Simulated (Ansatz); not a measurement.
Species: CH4BSe, charge 0, doublet. CH4BSe (SMILES [SeH][B]C, doublet).
B3LYP-D3(BJ)/def2-TZVP minimum from Ansatz (a program for electronic structure):
```
B
C 1 1.5485
H 2 1.0948 1 109.77
H 2 1.0948 3 105.79 1 -118.37
H 2 1.0953 3 108.10 4 -115.60
Se 1 1.9075 2 127.97 3 122.06
H 6 1.4746 1 97.46 2 -180.00
```
Charge 0, spin multiplicity 2.

Property: atomisation energy (electronic, to ground-state atoms), in kJ/mol. Open shells are spin-unrestricted; no spin-orbit coupling. Cores are frozen in correlated methods (noble-gas shells, and filled d and f shells in the p block). No relativity. CBS(X,Y): correlation extrapolated as X^-3, Hartree-Fock from the larger set. A bracket is a step between two methods taken in the basis named. Where a partner has so few electrons that a lower coupled-cluster level is exact, that level stands in.

CCSD(T)/CBS(cc-pVTZ,cc-pVQZ) + [CCSDT(Q) - CCSD(T)]/cc-pVDZ (Ansatz) gives 2301.9 kJ/mol.

Q: What does PBE/def2-TZVPD (Ansatz) give here, and how do the other levels compare?

A: PBE gives 2363.9 kJ/mol, 62.0 kJ/mol above it. Differences of the others: r2SCAN/def2-TZVPD (Ansatz) 52.2; B3LYP/def2-TZVPD (Ansatz) 4.1; PBE0/def2-TZVPD (Ansatz) 32.6; wB97M-V/def2-TZVPD (Ansatz) 4.6; CCSD(T)/CBS(cc-pVTZ,cc-pVQZ) (Ansatz) -2.4 kJ/mol.
